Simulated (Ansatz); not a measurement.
`[AlH2][SiH3]` + `FB[SiH3]` → `F[B]([AlH2])[SiH3]` + SiH₄  (formal exchange of groups at the Al–Si bond)

Gas-phase electronic energies from Ansatz, PBE0-D4/def2-TZVP geometries. CBS: MP2 limit from def2 TZ/QZ plus the TZ coupled-cluster correction, frozen cores. This one scheme is used for every species. Functionals use def2-TZVPP. B3LYP here is the variant with VWN-RPA as its local correlation; programs differ in this. HSE06 is defined as in plane-wave codes.

`[AlH2][SiH3]`:

Z-matrix (Å, degrees):
```
Si
Al 1 2.457
H 1 1.490 2 113.4
H 1 1.492 2 110.7 3 -121.0
H 1 1.492 2 110.6 3 120.9
H 2 1.589 1 121.5 3 0.3
H 2 1.589 1 119.5 3 -179.7
```

`FB[SiH3]`:

Z-matrix (Å, degrees):
```
Si
B 1 2.035
H 1 1.487 2 113.6
H 1 1.490 2 109.0 3 -121.9
H 1 1.491 2 108.5 3 121.3
F 2 1.321 1 121.0 3 -4.0
H 2 1.203 1 122.9 3 176.3
```

`F[B]([AlH2])[SiH3]`:

```xyz
9

F     2.027    0.728   -0.324
B     0.823    0.188   -0.144
Al    0.579   -1.965   -0.264
Si   -0.750    1.443    0.249
H     0.227   -2.666   -1.650
H     0.664   -2.872    1.043
H    -1.260    1.117    1.614
H    -0.457    2.902    0.181
H    -1.852    1.125   -0.705
```

SiH₄:

```xyz
5

Si    0.000    0.000    0.000
H    -0.105   -0.295    1.451
H    -1.323    0.438   -0.513
H     0.431   -1.223   -0.723
H     0.996    1.080   -0.215
```

| level | ΔE (kJ/mol) |
| --- | --- |
| LDA (SPW92) | 41.8 |
| BLYP-D4 | 36.1 |
| B3LYP-D4 | 39.2 |
| r2SCANh-D4 | 43.6 |
| HSE06-D4 | 44.2 |
| B2PLYP | 41.8 |
| PBE-QIDH | 45.8 |
| HF/def2-QZVPP | 44.3 |

What does CCSD(T)/CBS give? (An estimate is asked.)

Computed: +42.3 kJ/mol. The listed levels differ from it by -0.5, -6.2, -3.1, 1.3, 1.9, -0.5, 3.5, 2.0 kJ/mol.

Largest T1 diagnostic among the species: 0.015.

From BLYP to BHLYP (50 % exact exchange), in def2-TZVPP and without D4, ΔE moves by +4.6 kJ/mol. Leaving LDA and LC-ωPBE aside and taking each functional with its dispersion term where it has one, the values spread over 9.6 kJ/mol, from BLYP-D4 to PBE-QIDH.
